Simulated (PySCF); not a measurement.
Polarisability and C₆ of Ir (iridium, neutral)

[Xe] 4f14 5d7 6s1 6p1, one real determinant (an excited configuration). All numbers are calculated (PySCF 2.14, scalar relativity through the core potential, in def2-TZVPPD with the def2 core potential (60 electrons) (6s5p3d2f1g, 59 functions)). Coupled (time-dependent) response in atomic units; α is the mean over directions.

```tsv
method	mean α (bohr³)	α xx, yy, zz	C₆ (like pair)	S(−4)
UHF	49.86	42.46, 63.96, 43.17	560.9	832.3
PBE	50.34	37.57, 75.04, 38.41	553.6	976.6
PBE0	50.05	38.36, 72.63, 39.15	553.4	928.0
wB97X	50.35	39.49, 71.21, 40.37	561.6	907.5
```

S(−4) is the Cauchy moment in α(ω) = α(0) + S(−4) ω² + …

Spin-orbit coupling is absent.

α(iu) at PBE0:

```csv
u (hartree),α(iu) (bohr³)
0,50.05
0.0500,47.88
0.100,42.73
0.200,31.42
0.300,23.16
0.500,14.19
0.750,9.277
1.00,6.788
1.50,4.209
2.00,2.870
3.00,1.560
5.00,0.6551
```

A single London oscillator, α(iu) = α/(1 + u²/ω²), gives C₆ = (3/4) ω α². Matching the computed C₆ needs ω = 4 × 553.4 / (3 × 50.05²) = 0.295 hartree.

The components differ because the open shell of this determinant is not spherical; for a pure term their mean is the scalar polarisability.

⟨L²⟩ = 13.95 against 20 for a pure G term, so this real determinant mixes terms. Energies and moments cover only the electrons outside the core potential. Spin-orbit coupling, absent here, splits the open shell strongly.
